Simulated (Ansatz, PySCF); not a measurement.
Dimer: SiH4 (SMILES [SiH4]) (first 5 atoms) with CH2O (SMILES C=O); geometry from B3LYP-D3(BJ)/def2-TZVP, rigid monomers moved along the line of their centres of mass till Si1···O7 is 2.84 Å.
(charge 0, multiplicity 1):
| atom | x (Å) | y (Å) | z (Å) |
|---|---|---|---|
| Si | 0.0259 | 0.2418 | 0.1765 |
| H | 1.2988 | -0.0185 | 0.8878 |
| H | 0.3553 | 0.7076 | -1.1936 |
| H | -0.7286 | 1.3084 | 0.8687 |
| H | -0.7765 | -0.9945 | 0.0827 |
| C | 0.4521 | -0.2939 | 3.5343 |
| O | -0.4754 | -0.6040 | 2.8390 |
| H | 0.4465 | -0.4696 | 4.6264 |
| H | 1.3594 | 0.1832 | 3.1184 |

Interaction energies are E(AB) − E(A) − E(B) at the monomers' geometry in the complex; basis-set methods are counterpoise corrected.

Run with Ansatz (a program for electronic structure) with Gaussian orbitals; PySCF for the dispersion terms. Each number belongs to the level named beside it.

Problem. Estimate the interaction energy that B3LYP/def2-TZVPPD returns for this input.

Solution. 0.9 kcal/mol

Problem. Give the interaction energy at the level r2SCAN/def2-TZVPPD.

Solution. -1.1 kcal/mol

Problem. What is the computed interaction energy (PBE-D4/def2-TZVPPD)?

Solution. -1.5 kcal/mol
